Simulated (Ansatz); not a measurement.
The same ligand exchange along the group B, Al, Ga, In.

Isolated molecules relaxed with PBE0-D4/def2-TZVP in Ansatz; ΔE leaves out vibrations. CBS: MP2 limit from def2 TZ/QZ plus the TZ coupled-cluster correction, frozen cores. This one scheme is used for every species. Double bonds are as drawn, so ΔE can hold a change between cis and trans. Functionals use def2-TZVPP. def2 core potentials past Kr. For Ga, Ge, In outer-core shells are correlated without core-valence functions, which leaves a few kJ/mol of doubt a bond. Scalar relativity is left out up to krypton. Each species was taken in one conformer, which may not be the lowest.

```
                                                             reaction  CCSD(T)/CBS(def2) (eV)
      `[BH2][GeH2][F]` + `N=C[SiH3]` → `[F][GeH2]/[N]=C/[SiH3]` + BH₃                   -0.22
`[F][GeH2][AlH2]` + `N=C[SiH3]` → `[F][GeH2]/[N]=C/[SiH3]` + `[AlH3]`                    0.07
`[F][GeH2][GaH2]` + `N=C[SiH3]` → `[F][GeH2]/[N]=C/[SiH3]` + `[GaH3]`                       ?
`[F][GeH2][InH2]` + `N=C[SiH3]` → `[F][GeH2]/[N]=C/[SiH3]` + `[InH3]`                    0.35
```

(1) Fill in the missing values. (Best estimate.)

Largest T1 diagnostic: 0.014, for `[InH3]`.

## Answers

(1) The calculation gave: `[F][GeH2][GaH2]` + `N=C[SiH3]` → `[F][GeH2]/[N]=C/[SiH3]` + `[GaH3]`: +0.19 eV.
